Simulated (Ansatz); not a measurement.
One change: `C[Se]B(F)Cl` becomes `N#CB(F)Cl`.

Ansatz, PBE0-D4/def2-TZVP geometries, multiplicity 1. Each molecule was computed in one conformer, which needn't be the lowest.

Scalar relativity is left out up to krypton.

| property | `C[Se]B(F)Cl` |
| --- | --- |
| size of the dipole moment (B3LYP/def2-TZVPP) / D | 2.13 |
| size of the dipole moment (PBE/def2-TZVPP) / D | 2.08 |
| size of the dipole moment (ωB97M-V/def2-TZVPP) / D | 2.05 |
| ideal-gas entropy at 298 K and 1 bar (rigid rotor, harmonic PBE0-D4/def2-TZVP) / J/(mol·K) | 352 |
| HOMO energy (PBE0/def2-TZVPP) / eV | -7.32 |
| HOMO energy (PBE/def2-TZVPP) / eV | -6.19 |

Q: Give the same properties after the change, and the shifts. (An estimate is asked.)

A: Computed: 
```
                                                                                  property  `N#CB(F)Cl`  shift
                                          size of the dipole moment (B3LYP/def2-TZVPP) / D         2.21   0.08
                                            size of the dipole moment (PBE/def2-TZVPP) / D         2.22   0.14
                                        size of the dipole moment (ωB97M-V/def2-TZVPP) / D         2.22   0.17
ideal-gas entropy at 298 K and 1 bar (rigid rotor, harmonic PBE0-D4/def2-TZVP) / J/(mol·K)          307    -45
                                                        HOMO energy (PBE0/def2-TZVPP) / eV       -10.15  -2.83
                                                         HOMO energy (PBE/def2-TZVPP) / eV        -8.68  -2.49
```

With PBE0 the HOMO falls by 2.83 eV and the LUMO falls by 2.09 eV, so the gap widens by about 0.74 eV. PBE moves the HOMO by -2.49 eV and ωB97M-V by -3.00 eV. The zero-point energy changes by -78.2 kJ/mol with -9 modes. Dipoles are sizes alone; their direction can turn.

B3LYP here is the variant with VWN-RPA as its local correlation; programs differ in this.

Spin–orbit coupling is left out; it splits and shifts lone-pair levels of the heavy atoms by tenths of an eV.
